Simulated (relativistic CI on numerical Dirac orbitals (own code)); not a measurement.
Cu11+: sensitivity of the levels to the model

Base calculation: Dirac-Coulomb-Breit CI, orbitals from a KLI potential per configuration, a model potential for QED, unscaled Slater integrals.

Configuration list (outside the closed core [Ne]): 3s2 3p6, 3s2 3p5 3d, 3s 3p6 3d, 3s2 3p5 4s, 3s2 3p5 4p, 3s2 3p5 4d, 3s 3p6 4s, 3s2 3p5 4f, 3s 3p6 4p, 3p6 3d2, 3p5 3d3, 3p5 3d2 4s, 3p5 3d2 4p, 3p5 3d2 4d. Double excitations out of closed p, d and f shells are left out; levels of such configurations are missing from the list, as are those of other unlisted configurations, and high levels can miss mixing partners. These lack a partner that the ground configuration has and come out too high: 3s2 3p5 4f.

Variants: (1) valence Slater integrals scaled by 0.9; (2) QED terms removed. Shifts of the energy above 3s2 3p6 1S_0, in cm⁻¹, for the lowest level and the first level of each name with at least 55 % of one term (blank where a level changes its place among those of its configuration and J or its character, or is not in the variant):

```tsv
Level	Base	Δ(1)	Δ(2)
3s2 3p6 1S_0	0	0	0
3s2 3p5 3d 3P°_0	494128	+4767	+52
3s2 3p5 3d 3P°_1	498741	+4656	+42
3s2 3p5 3d 3P°_2	508425	+4421	+20
3s2 3p5 3d 3F°_4	520330	+2492	+36
3s2 3p5 3d 3F°_3	525286	+2135	+38
3s2 3p5 3d 3F°_2	533458	+1974	+23
3s2 3p5 3d 3D°_3	560924	-1562	+37
3s2 3p5 3d 3D°_1	570512	-1427	+17
3s2 3p5 3d 3D°_2	576626	-1181	-8
3s2 3p5 3d 1F°_3	580204	-1252	-14
3s2 3p5 3d 1P°_1	744830	-18978	+18
3s 3p6 3d 3D_1	971337	+1453	+890
3s 3p6 3d 3D_2	972916	+1444	+884
```

At this charge energies of transitions that change n are usually good to better than 1 %, and those within a shell (Δn = 0) to a few per cent.

Ionisation energy from the two ground configurations alone: base 365.749 eV. The NIST ASD value (semi-empirical) is 367 eV.

LS names give the leading component of a level, which can be under half, so a name can repeat, a term be missing and a line seem to break the LS rules.
